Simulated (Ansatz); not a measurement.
Reaction: H4SiO2 (dihydroxysilane, SMILES O[SiH2]O) → H3SiO2 (SMILES O[SiH]O, doublet) + H (doublet) (the H-Si bond breaks)
Each species at its own B3LYP-D3(BJ)/def2-TZVP minimum (Ansatz, a program for electronic structure), one conformer.

Total energies in hartree (Ansatz). Open shells are spin-unrestricted; no spin-orbit coupling. Cores are frozen in correlated methods. No relativity. Where a partner has so few electrons that a lower coupled-cluster level is exact, that level stands in.

```tsv
species	HF/cc-pV(T+d)Z	CCSD(T)/cc-pV(T+d)Z	HF/cc-pV(Q+d)Z	CCSD(T)/cc-pV(Q+d)Z	CCSD(T)/cc-pV(D+d)Z	CCSDT(Q)/cc-pV(D+d)Z
1: H4SiO2 (dihydroxysilane, SMILES O[SiH2]O)	-441.16940	-441.82122	-441.18715	-441.88558	-441.60287	-441.60474
2: H3SiO2 (SMILES O[SiH]O, doublet)	-440.54017	-441.16238	-440.55816	-441.22564	-440.94762	-440.94965
3: H (doublet)	-0.49981	-0.49981	-0.49995	-0.49995	-0.49928	-0.49928
```

Problem. Work out the bond dissociation energy (electronic) in kJ/mol: take Hartree-Fock from cc-pV(Q+d)Z, extrapolate the CCSD(T) correlation energy as X^-3 (X = 3, 4), and add CCSDT(Q) - CCSD(T) in cc-pV(D+d)Z. 1 hartree = 2625.5 kJ/mol.

Solution. 
Species 1: correlation (64·(-0.69843) - 27·(-0.65182))/37 = -0.73244; step -0.00187; E1 = -441.18715 + (-0.73244) + (-0.00187) = -441.92146
Species 2: correlation (64·(-0.66748) - 27·(-0.62221))/37 = -0.70051; step -0.00203; E2 = -440.55816 + (-0.70051) + (-0.00203) = -441.26070
Species 3: correlation (64·(0.00000) - 27·(0.00000))/37 = 0.00000; step +0.00000; E3 = -0.49995 + (0.00000) + (+0.00000) = -0.49995
-1·E1 +1·E2 +1·E3 = 0.16081 hartree = 422.2 kJ/mol.
